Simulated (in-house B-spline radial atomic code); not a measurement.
The numbers below are computed, except where a source is named.
# Extrapolating the RPA correlation energy in partial waves: Ne VIII (Ne7+)

All-electron RPA on Hartree-Fock orbitals from a B-spline radial code for spherical atoms, non-relativistic, point nucleus, configuration [He] 2s1, highest spin. With empty states up to angular momentum L the sums are:

```csv
L,E_c(L) (hartree)
2,-0.122658
3,-0.125759
4,-0.126932
5,-0.127466
```

For large l each further wave adds A/(l + 1/2)⁴, because the basis must build the cusp where two electrons meet.

Problem. Estimate the limit from L = 4 and L = 5.

Solution. Wave 5 adds -0.000534, against a sum of (l + 1/2)⁻⁴ of 1.09282e-03, so A = -0.48864. The sum over l > 5 is ζ(4, 6.5) = 1.5223e-03, close to 1/(3 × 6³) = 1.5432e-03. The tail is -0.000744 and the limit -0.12821 hartree.

Problem. How good is the estimate?

Solution. A run to L = 11 sums to -0.12810 and extrapolates to -0.12818 hartree, 0.00 millihartree from the run before. The estimate differs from that by -0.03 millihartree, while the bare sum at L = 5 misses 0.7 millihartree (0.6 %).
